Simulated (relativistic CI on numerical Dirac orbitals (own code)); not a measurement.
# Ti2+ in a cubic cluster: L2,3 absorption with charge transfer

Computed with a charge-transfer multiplet model of a cubic metal-ligand cluster with up to one ligand hole, Slater and spin-orbit integrals from Dirac-Coulomb-Breit ions, Slater integrals scaled by 0.8. The ground state mixes d2 with configurations of k ligand holes L, whose averages lie at kΔ + k(k − 1)U_dd/2; a core hole lowers each added d electron by U_cd. 300 K, Lorentzian 0.4 eV and Gaussian 0.3 eV FWHM.

Atomic integrals in eV (Slater integrals scaled, ζ unscaled), ground: F2dd 6.578, F4dd 4.090, zeta_d 0.013; with the core hole: F2dd 7.324, F4dd 4.560, zeta_d 0.022, zeta_core 3.746, F2cd 3.920, G1cd 2.783, G3cd 1.577.

Cluster parameters (eV): Δ = 8.4, U_cd = 6.1, 10Dq = 1.35, 10Dq(ligand) = 1.5, V(eg) = 3.1, V(t2g) = -1.66, final-state hopping factor = 0.9.

```tsv
Case	n_d	d2	d3L	S
U_dd = 4.6 eV	2.25	0.75	0.25	1.00
U_dd = 5.3 eV	2.25	0.75	0.25	1.00
U_dd = 6 eV	2.25	0.75	0.25	1.00
```

Weights, n_d and S are thermal averages at 300 K. Photon energies count from the first peak over 30 % of the highest in each spectrum, which can be another peak from case to case. The parameters are a model scan and need not match a compound or its usual spin state. Peaks in eV (height, largest 100):
- U_dd = 4.6 eV: -2.1 (10), 0.0 (41), 1.2 (100), 3.6 (41), 5.9 (71), 6.9 (72), 7.4 (57)
- U_dd = 5.3 eV: -2.1 (10), 0.0 (40), 1.2 (100), 3.6 (41), 5.9 (72), 6.9 (72), 7.4 (56)
- U_dd = 6 eV: -2.0 (10), 0.0 (41), 1.3 (100), 3.7 (41), 6.0 (72), 6.9 (71), 7.5 (57)

For the case U_dd = 5.3 eV, Δ = 8.4 eV is larger than U_dd = 5.3 eV, the Mott-Hubbard side of the Zaanen-Sawatzky-Allen scheme. With the core hole the configuration with one ligand hole lies at Δ + U_dd − U_cd = 6.9, 7.6, 8.3 eV from the one without, in the order of the table; where this is negative the screened configuration lies lower, though the effective hopping of about 6.2 eV (from the holes of the mixed ground state) mixes the two strongly wherever it is as large as the gap.

With at most 1 ligand hole the space is cut while the next configuration still counts, so covalency is underestimated, and a final configuration with one more ligand hole, which can lie low, is missing from the spectra.
